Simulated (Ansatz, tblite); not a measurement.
Removing and adding an electron: (H2In-mu-OH)2 (In₂O₂H₆). Total charge 0; singlet. Geometry: PBE0-D4/def2-SVP. Ansatz, gas phase; energy differences of separate SCF runs; the oxidised species was run as a doublet alone; the reduced species was run as a doublet alone.

```xyz
10

In    0.612    1.131   -1.089
H     0.802    0.553   -2.690
H     0.903    2.632   -0.289
O     1.292   -0.456    0.240
In   -0.614   -1.348    0.804
H    -0.824   -2.734   -0.180
H    -0.883   -0.978    2.468
O    -1.292    0.362   -0.363
H     1.837   -0.161    0.979
H    -1.831    0.998    0.121
```

In the def2 sets In takes a core potential; there is no spin–orbit coupling. The xTB rows come from tblite. Correlated methods freeze 10 core orbitals; core or outer-core shells of In are correlated, in sets that lack core-valence functions. The rows differ in basis, and correlated rows in double-zeta sets carry the largest basis error. In CCSD on the charge 1 doublet the largest single amplitude is 0.25, so its Hartree–Fock determinant may place the open shell otherwise than the density functionals do.

| level | −HOMO (eV) | vertical IE (eV) | −LUMO (eV) | vertical EA (eV) | HOMO–LUMO gap (eV) | IE − EA (eV) | remarks |
| --- | --- | --- | --- | --- | --- | --- | --- |
| GFN1-xTB | 11.04 | 13.39 | 5.41 | 3.41 | 5.63 | 9.98 | – |
| GFN2-xTB | 11.26 | 13.67 | 6.67 | 4.25 | 4.59 | 9.42 | – |
| HF/def2-SVP | – | 9.96 | – | – | – | – | spin-contaminated (⟨S²⟩ 0.87) (+1 doublet) |
| PBE-D4/def2-TZVP | 6.78 | 9.29 | 1.65 | – | 5.13 | – | – |
| PBE-D4/def2-TZVPD | 6.81 | – | 1.71 | 0.05 | 5.10 | – | HOMO above zero (-1 doublet) |
| r2SCAN-D4/def2-TZVP | 7.10 | 9.52 | 1.23 | – | 5.88 | – | – |
| r2SCAN-D4/def2-TZVPD | 7.12 | – | 1.28 | -0.11 | 5.84 | – | HOMO above zero (-1 doublet) |
| PBE0-D4/def2-TZVP | 8.05 | 9.85 | 0.93 | – | 7.12 | – | – |
| PBE0-D4/def2-TZVPD | 8.07 | – | 1.00 | -0.13 | 7.07 | – | HOMO above zero (-1 doublet) |
| MP2/def2-SVP | – | 10.48 | – | – | – | – | spin-contaminated (⟨S²⟩ 0.87) (+1 doublet) |
| CCSD/def2-SVP | – | 10.41 | – | – | – | – | spin-contaminated (⟨S²⟩ 0.87) (+1 doublet) |
| CCSD(T)/def2-SVP | – | 10.33 | – | – | – | – | spin-contaminated (⟨S²⟩ 0.87) (+1 doublet) |

   A HOMO above zero means that the electron is unbound at that level or that self-interaction error raises the level; the energy of removing that electron tells which. Raw xTB energy differences between charge states are shifted by several eV; the methods need an empirical correction for them. A negative affinity means that the extra electron isn't bound; its size then hangs on the basis.
